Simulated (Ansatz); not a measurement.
C₂H₄AlCl, SMILES `[Cl][Al]1[CH2][CH2]1`, relaxed with RKS PBE-D4/def2-SVP in Ansatz 0.2.0 from a rough embedded geometry. The force threshold is 0.03 eV/Å; the program also tests the step.

The species carries charge 0 and has multiplicity 1.

Start:

```xyz
8

Cl    2.869   -0.148   -1.895
Al    1.170   -0.307   -0.474
C    -0.799   -0.454   -0.151
C    -0.137    0.512    0.754
H    -1.116   -1.380    0.435
H    -1.465   -0.085   -0.940
H    -0.082    0.284    1.808
H    -0.439    1.579    0.464
```

```csv
step,energy (eV),largest force (eV/Å),largest move (Å)
1,-21238.9700,2.710,0.000
2,-21239.4550,1.201,0.106
3,-21239.5683,0.722,0.161
4,-21239.5841,0.118,0.114
5 (rejected),-21239.5457,0.579,0.151
6,-21239.5949,0.026,0.075
```

End:

```xyz
8

Cl    2.878   -0.326   -1.699
Al    1.072   -0.123   -0.641
C    -0.756   -0.508   -0.236
C    -0.060    0.601    0.717
H    -1.024   -1.447    0.285
H    -1.623   -0.151   -0.823
H    -0.005    0.336    1.790
H    -0.482    1.618    0.608
```

Run time 18 s (2 threads of an Intel Xeon Platinum 8259CL on a shared host); peak host memory 0.15 GiB.
